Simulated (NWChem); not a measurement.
Species: BH$_{2}$SeCl; SMILES ClB[SeH]

```xyz
5

B      0.7510     0.6041     0.0000
Cl    -0.1755     2.0864     0.0000
H      1.9521     0.6582     0.0000
Se    -0.0323    -1.1426     0.0000
H     -1.4349    -0.6969     0.0000
```
Atoms are numbered in this order, from 1.

Program: NWChem. All runs use the structure optimised with PBE0/def2-SVP. Level: PBE0/def2-SVPD; the question gives the wavelength of the field.

Problem. Predict the results for field 1065 nm. Quantities: isotropic polarisability (bohr³); anisotropy (bohr³).

Solution. 
```json
{
 "isotropic polarisability (bohr³)": "58.2",
 "anisotropy (bohr³)": "27.9"
}
```
